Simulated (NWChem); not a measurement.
**Atomisation of HBF$_{2}$Se**

```
B
F 1 1.3172
F 1 1.3175 2 118.40
Se 1 1.9398 2 119.18 3 180.00
H 4 1.4691 1 93.26 2 180.00
```
Charge 0, spin multiplicity 1.

All runs are NWChem calculations. Structure: optimised with PBE0/def2-SVP, a minimum by its harmonic frequencies. It is one conformer; others weren't searched.

Basis set: def2-TZVP. The atomisation energy is electronic alone: no zero-point, thermal, spin-orbit or counterpoise terms. No value is extrapolated to the basis-set limit. Free atoms are single determinants with multiplicities B 2, F 2, Se 3, H 2. Correlated methods freeze the same cores in atoms and molecule, 12 orbitals in all.

The Hamiltonian is non-relativistic. B3LYP has NWChem's definition, with VWN1-RPA local correlation. The structure started from a generated list of species. The stability of the SCF solutions was not checked. Open-shell Hartree-Fock references start from PBE0 orbitals.

**Question.** One of these methods gave an atomisation energy of 348.8 kcal/mol. Which?
A. MP2
B. B3LYP
C. HF
D. TPSS

**Answer.** C, HF. The others give 466.2 (B3LYP), 478.0 (MP2), 471.2 (TPSS).
